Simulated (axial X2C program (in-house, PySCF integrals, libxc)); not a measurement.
# Ω levels of OPmS from open-shell CI on f(δφ)3 f(π)0

Computed with an axial X2C code built on PySCF integrals: two-component X2C with atomic mean-field Coulomb and Gaunt terms, basis O dyall-v3z, Pm dyall-v3z, S dyall-v3z (cores contracted in-house). Orbitals come from Hartree–Fock averaged over the configuration Pm f(δφ)3 f(π)0; CI then distributes these electrons over the f(δφ), f(π) shells of Pm.

O–Pm–S held linear, bonds 1.732 and 2.150 Å (the second held) (near the minimum of the configuration average).

Lowest levels of this model:

| Ω | energy (cm⁻¹) | g∥ | μ (D) | configuration |
| --- | --- | --- | --- | --- |
| 5/2 | 0 | 4.29 | -1.37 | 100% f(δφ)3 |
| 3/2 | 1073 | 0.56 | -1.37 | 100% f(δφ)3 |
| 7/2 | 1314 | 8.05 | -1.37 | 100% f(δφ)3 |
| 9/2 | 4115 | 11.71 | -1.37 | 100% f(δφ)3 |
| 1/2 | 8723 | 1.57 | -1.36 | 100% f(δφ)3 |
| 15/2 | 8773 | 15.90 | -1.37 | 100% f(δφ)3 |
| 3/2 | 9234 | 2.19 | -1.36 | 100% f(δφ)3 |
| 5/2 | 10250 | 5.87 | -1.35 | 100% f(δφ)3 |
| 13/2 | 10661 | 12.28 | -1.37 | 100% f(δφ)3 |
| 7/2 | 11020 | 9.66 | -1.35 | 100% f(δφ)3 |
| 5/2 | 14079 | 5.12 | -1.37 | 100% f(δφ)3 |
| 5/2 | 15492 | 4.80 | -1.37 | 100% f(δφ)3 |
| 3/2 | 17504 | 3.04 | -1.37 | 100% f(δφ)3 |
| 3/2 | 17930 | 2.63 | -1.36 | 100% f(δφ)3 |
| 7/2 | 18168 | 7.87 | -1.36 | 100% f(δφ)3 |
| 15/2 | 19219 | 14.66 | -1.36 | 100% f(δφ)3 |
| 17/2 | 19851 | 18.00 | -1.34 | 100% f(δφ)3 |
| 7/2 | 22223 | 7.87 | -1.36 | 100% f(δφ)3 |
| 3/2 | 23913 | 2.78 | -1.36 | 100% f(δφ)3 |
| 1/2 | 23919 | 0.12 | -1.37 | 100% f(δφ)3 |
| 5/2 | 24044 | 5.55 | -1.35 | 100% f(δφ)3 |
| 5/2 | 27043 | 4.87 | -1.35 | 100% f(δφ)3 |
| 9/2 | 27056 | 9.74 | -1.36 | 100% f(δφ)3 |

g∥ is the magnitude of 2⟨Lz + ge Sz⟩ for the +Ω component. μ is positive if the S end is positive.

Problem. From Ω and g∥ of the lowest level, whose 2⟨Lz + ge Sz⟩ is positive, find ⟨Sz⟩ and ⟨Lz⟩ (ge = 2.0023).

Solution. Ω = ⟨Lz⟩ + ⟨Sz⟩ = 5/2 and ⟨Lz⟩ + ge⟨Sz⟩ = 2.145, so ⟨Sz⟩ = -0.35 and ⟨Lz⟩ = 2.85.

Occupations of the active spinors in the lowest level by ω, shell by shell in order of energy: -7/2: 0.02; -5/2: 0.49 0.00; -3/2: 0.49 0.00; -1/2: 0.00; 1/2: 0.00; 3/2: 0.75 0.00; 5/2: 0.38 0.59; 7/2: 0.28. The leading determinant has weight 0.35 among 21.

This point took 3 s on 1 thread of Arm Neoverse V1, on a shared host.

Dynamic correlation is missing, so gaps between terms are too wide and other configurations may lie lower; the lowest level listed is that of this model, not necessarily the ground state. At most 6 roots were kept for each Ω > 0 (twice that for Ω = 0) within 3.5 eV of the lowest, so higher up levels can be missing between those listed; levels with Ω > 0 are doubly degenerate and listed once, Ω = 0 levels singly. States that fill the shells left empty in the average are placed too high. The molecule was held linear; bending was not examined.
